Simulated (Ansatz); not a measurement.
Reaction (formal exchange of groups at a B–B bond): `BB[O][AlH2]` + `[SiH3][SiH3]` → `[AlH2][O]B[SiH2][SiH3]` + BH₃

Isolated molecules relaxed with PBE0-D4/def2-TZVP in Ansatz; ΔE leaves out vibrations. CBS: MP2 limit from def2 TZ/QZ plus the TZ coupled-cluster correction, frozen cores. This one scheme is used for every species. DFT in def2-TZVPP. HSE06 is defined as in plane-wave codes. Each species was taken in one conformer, which may not be the lowest.

| level | ΔE (kJ/mol) |
| --- | --- |
| BLYP-D4 | -4.0 |
| r2SCAN0-D4 | -3.0 |
| revPBE | -0.5 |
| r2SCANh | -1.1 |
| HSE06 | -0.6 |
| HF/def2-SVP | 2.8 |
| MP2/def2-SVP | -7.0 |
| HF/def2-TZVPP | 3.7 |

What does CCSD(T)/CBS give? (An estimate is asked.)

Ansatz gave: -5.5 kJ/mol. The listed levels differ from it by 1.5, 2.5, 5.0, 4.4, 4.9, 8.3, -1.5, 9.2 kJ/mol.

What do rigid-rotor, harmonic-oscillator terms from PBE0-D4/def2-TZVP frequencies (298.15 K, 1 bar) make of the CCSD(T)/CBS value? (Estimate.)

Computed: ΔZPE = -0.4 kJ/mol, ΔH = -3.2 kJ/mol, ΔS = 4 J/(mol·K), ΔG = -4.5 kJ/mol. Modes under 50 cm⁻¹ make the entropy rough.

Largest T1 diagnostic among the species: 0.015.

Leaving LDA and LC-ωPBE aside and taking each functional with its dispersion term where it has one, the values, not all of them listed here, spread over 8.4 kJ/mol, from revPBE-D4 to B97M-V. The D4 term adds −6.4 kJ/mol with B3LYP and −3.9 kJ/mol with PBE0; it sums over pairs of atoms, weighted by their polarisabilities, and B3LYP, whose exchange is more repulsive, gets the larger term.

B3LYP here is the variant with VWN-RPA as its local correlation; programs differ in this.
